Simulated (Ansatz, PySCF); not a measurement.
C2H7FOSi, SMILES CC[SiH](O)F. Atoms are numbered in the order given.

```xyz
12

Si    -0.4341     0.3610     0.2421
O     -1.1927    -1.0202     0.7455
F     -1.3855     1.1474    -0.8199
C      1.1797     0.0151    -0.6247
C      2.1825    -0.7586     0.2284
H     -0.2992     1.2049     1.4533
H     -1.3391    -1.7096     0.0914
H      0.9514    -0.5318    -1.5575
H      1.6011     0.9824    -0.9504
H      2.4526    -0.2018     1.1399
H      3.1156    -0.9610    -0.3190
H      1.7701    -1.7263     0.5540
```
Charge 0, spin multiplicity 1.

Geometry optimised at PBE0-D3(BJ)/def2-SVP. Other conformers were not sampled.

Two levels are set side by side: PBE-D3(BJ)/def2-SVP (Ansatz, a first-principles code) and PBE0-D3(BJ)/def2-SVP (Ansatz). Each level has its own optimised geometry; the coordinates shown are those of the second. Frequencies come from the Hessian of PySCF at each geometry. Differences are taken from unrounded values.

| quantity | PBE0-D3(BJ) | PBE-D3(BJ) | PBE-D3(BJ) minus PBE0-D3(BJ) |
|---|---|---|---|
| mean bond length (Å) | 1.330 | 1.341 | 0.011 |
| bond Si1–O2 (Å) | 1.654 | 1.672 | 0.018 |
| bond Si1–F3 (Å) | 1.628 | 1.644 | 0.015 |
| bond Si1–C4 (Å) | 1.864 | 1.877 | 0.013 |
| bond C4–C5 (Å) | 1.527 | 1.536 | 0.009 |
| bond Si1–H6 (Å) | 1.482 | 1.494 | 0.012 |
| bond O2–H7 (Å) | 0.962 | 0.973 | 0.012 |
| bond C4–H8 (Å) | 1.105 | 1.113 | 0.008 |
| bond C4–H9 (Å) | 1.104 | 1.112 | 0.008 |
| bond C5–H10 (Å) | 1.102 | 1.110 | 0.008 |
| bond C5–H11 (Å) | 1.101 | 1.109 | 0.008 |
| bond C5–H12 (Å) | 1.101 | 1.109 | 0.008 |
| highest harmonic wavenumber (cm⁻¹) | 3935 | 3764 | -171 |
| mean harmonic wavenumber (cm⁻¹) | 1343 | 1300 | -43 |
| zero-point energy (kcal/mol) | 57.61 | 55.77 | -1.84 |

Exact exchange shortens and stiffens bonds; PBE has none. Differences between two approximate levels are no errors against the true value.
